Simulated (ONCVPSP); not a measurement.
## Before and after: ONCV potential for iodine

```json
{
 "Element": "I (Z = 53)",
 "Generator": "ONCVPSP 4.0.1",
 "Type": "optimised norm-conserving Vanderbilt (ONCV)",
 "Functional": "PBE",
 "Relativity": "scalar-relativistic",
 "Frozen core": "[Kr]",
 "Valence charge": "17",
 "Reference configuration": "4d10 5s2 5p5",
 "Partial waves": "5s: rc 1.85 bohr, ncon 4, nbas 8, qcut 3.5 1/bohr, 1 projector; 5p: rc 1.60 bohr, ncon 4, nbas 8, qcut 5.8 1/bohr, 2 projectors, debl 2.9 Ha; 4d: rc 1.30 bohr, ncon 4, nbas 8, qcut 11.9 1/bohr, 2 projectors, debl 2.1 Ha",
 "Local potential": "polynomial inside 0.90 bohr (lpopt 5, dvloc0 0 Ha)",
 "Core correction": "Teter function, fcfact 4.25, rcfact 1.15"
}
```

All-electron outer shells of the reference configuration (PBE, scalar-relativistic, ld1.x):

```csv
shell,level (eV),outermost node (bohr),outermost maximum (bohr)
4s,-180.60,0.37,0.68
4p,-127.57,0.37,0.72
4d,-50.28,0.35,0.78
5s,-17.41,0.88,1.70
5p,-7.09,0.96,2.02
```

Change: all radii but the core radius scaled by about 1.29 (s 2.40, p 2.06, d 1.68 bohr); local potential polynomial inside 1.16 bohr (lpopt 5, dvloc0 0 Ha).

Cutoffs: the cutoffs (Ha) at which the residual kinetic energy of the hardest occupied pseudo-wave falls to 1 and 0.1 mHa per electron; they do not see the model core or the augmentation charge, which bear on the density cutoff. Errors are all-electron minus pseudo energies relative to the spin-unpolarised reference configuration.

Question: What does the change do?

Answer: The potential gets softer (51 Ha and 76 Ha → 43 Ha and 49 Ha); the bound ghosts move from p, s to s; the lowest positive-energy flag moves from none to p at 47.3 eV; of the 4 tests that both files solve, the error grows in 1 and shrinks in 1 by more than 15 % and 0.3 meV (median size 2.8 → 2.5 meV). A larger radius leaves more room for a smooth pseudo-wave, so fewer plane waves are needed.

| quantity | base | changed |
| --- | --- | --- |
| cutoff, loose | 51 Ha | 43 Ha |
| cutoff, tight | 76 Ha | 49 Ha |
| loose cutoff by channel | s 24 Ha, p 19 Ha, d 51 Ha | s 5.9 Ha, p 9.8 Ha, d 43 Ha |
| bound ghosts | s, p | s |
| GHOST(+) flags under 300 eV | none | p at 47.3 eV |
| error for 4d10 5s2 5p4, meV [ΔE 11.13 eV] | -2.4 | -1.5 |
| error for 4d10 5s2 5p3, meV [ΔE 30.98 eV] | -3.2 | +3.6 |
| error for 4d10 5s2 5p2, meV [ΔE 60.31 eV] | +6.7 | +29 |
| error for 4d10 5s2 5p4.5, meV [ΔE 4.53 eV] | -1.1 | -1.0 |
| rms error of d²Exc/dni dnj with the model core, mHa | 2.94 | 3.22 |

 A true bound ghost makes a file unfit for plane-wave use even where its test errors are small: the radial tests pick states by their node count and pass the ghost by.
